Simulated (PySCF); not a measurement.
## Radial density of Sr (strontium, neutral)

wB97X, [Kr] 5s1 6s1, high-spin 3S determinant (an excited configuration). Calculation: PySCF 2.14, in aug-cc-pVDZ-X2C (7s6p4d, 45 functions); scalar relativity by spin-free X2C-1e.

```csv
r (bohr),4πr²ρ (e/bohr),4πr²(ρα − ρβ)
0.0286,47.60,0.0023
0.0481,40.36,-0.0009
0.0809,46.61,0.0032
0.136,56.43,0.0074
0.229,34.24,0.0009
0.385,41.56,0.0187
0.648,20.39,0.0047
1.09,7.577,0.0526
1.83,3.984,0.0066
3.08,0.6095,0.3342
5.19,0.1707,0.1695
8.72,0.1291,0.1291
14.7,0.04949,0.0495
24.7,7.983e-05,0.0001
```

Densities and radii are taken from the X2C orbitals without a picture-change correction, which distorts them close to the nucleus.

The outer electron is Rydberg-like, and this basis confines it to a smaller radius and binds it less than a complete one would.
